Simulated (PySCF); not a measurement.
## C5H13NO2Si: full NMR table

```yaml
Formula: C5H13NO2Si
SMILES: CCO[SiH2]N(C)C(C)=O
Point_group_of_the_computed_structure: C1
Degrees_of_unsaturation: 1
Carbon_signals: 5
Proton_signals: 5
```

Mapped SMILES: `[CH3:1][CH2:2][O:3][SiH2:4][N:5]([CH3:6])[C:7]([CH3:8])=[O:9]`; H(Xn) means a hydrogen on atom n.

PySCF 2.14 calculation with GFN2-xTB structure and σ from GIAO-PBE0/pcSseg-1; rapidly exchanging positions averaged, gas phase, one conformer, non-relativistic Hamiltonian.

Scale: ¹H, ¹³C, ²⁹Si vs TMS; ¹⁵N vs NH3; ¹⁷O vs H2O (reference shieldings calculated alike).

| carbon | δC, type | δH (multiplicity) | HMBC from (2–3 bonds) | span of the C tensor (ppm) |
| --- | --- | --- | --- | --- |
| C1 | 20.8, CH3 | 1.34 (t) | H(C2) | 31 |
| C2 | 62.8, CH2 | 4.17 (q) | H(Si4), H(C1) | 74 |
| C6 | 30.2, CH3 | 2.86 (s) | H(Si4) | 44 |
| C7 | 182.5, C | – | H(Si4), H(C6), H(C8) | 155 |
| C8 | 22.1, CH3 | 2.05 (s) | – | 40 |

Other nuclei:
```
 atoms  nucleus                           environment  δ (ppm)  σ (ppm)
H(Si4)       ¹H  hydrogen on a silicon bonded to N, O     5.06    26.66
   Si4     ²⁹Si           silicon bonded to N, O, 2 H    -51.2    400.3
    N5      ¹⁵N                   amide-type nitrogen    127.9    139.8
    O9      ¹⁷O            amide-type carbonyl oxygen    423.0    -87.0
    O3      ¹⁷O                oxygen bonded to C, Si     46.9    289.2
```

1. Carbon types of the structure: 1 × C, 1 × CH2, 3 × CH3, leaving 2 H on heteroatoms.
2. δC 182.5: amide carbonyl carbon; it is a carbonyl in resonance with an O or N lone pair, the region of acids, esters and amides.
3. δC 62.8: sp3 CH2 bonded to O; pulled downfield by the heteroatom.
4. δC 30.2: methyl carbon bonded to N; the inductive effect lowers its shielding.
5. δH 4.17: hydrogen on an sp3 CH2 bonded to O; its carbon carries O, hence the downfield position.
6. δH 2.05: hydrogen on a methyl carbon α to a carbonyl; α to C=O.

Shifts are as computed. Against solution values, carbons near 30 ppm lie about +3 ppm off and those near 130 ppm about +5 ppm. Of 1211 compounds with measured shifts, 218 miss one by over three times the rms of a fit or turn the order of signals round; such compounds aren't used in these exercises. Unscaled 17O shifts of doubly bonded oxygen tend to come out too high, by tens of ppm or more. Experimental scales use liquid or dissolved standards, which lie at an offset from isolated NH3 (liquid NH3: subtract about 20 ppm) and H2O (liquid H2O: subtract about 36 ppm). Multiplicities follow the n + 1 count of equivalent neighbours, as no J values were calculated; m marks all less simple cases, F and P coupling included.
